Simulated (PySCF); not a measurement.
# Electron correlation in B (boron, neutral)

[He] 2s2 2p1, 2P determinant. Computed with PySCF 2.14 in x2c-QZVPPall (7s4p3d2f1g, 57 functions), with the spin-free X2C one-electron Hamiltonian (Gaussian nucleus). Frozen: 1s2; 3 electrons correlated.

MP2 pair energies summed by pair of shells (mhartree):

| pair | energy | share (%) |
| --- | --- | --- |
| 2s-2s | -25.92 | 55.5 |
| 2s-2p | -20.78 | 44.5 |

Total MP2 correlation energy: -46.70 mhartree.

Same-spin part -3.38 and opposite-spin part -43.32 mhartree; SCS-MP2 scales them by 1/3 and 6/5 to -53.11 mhartree.
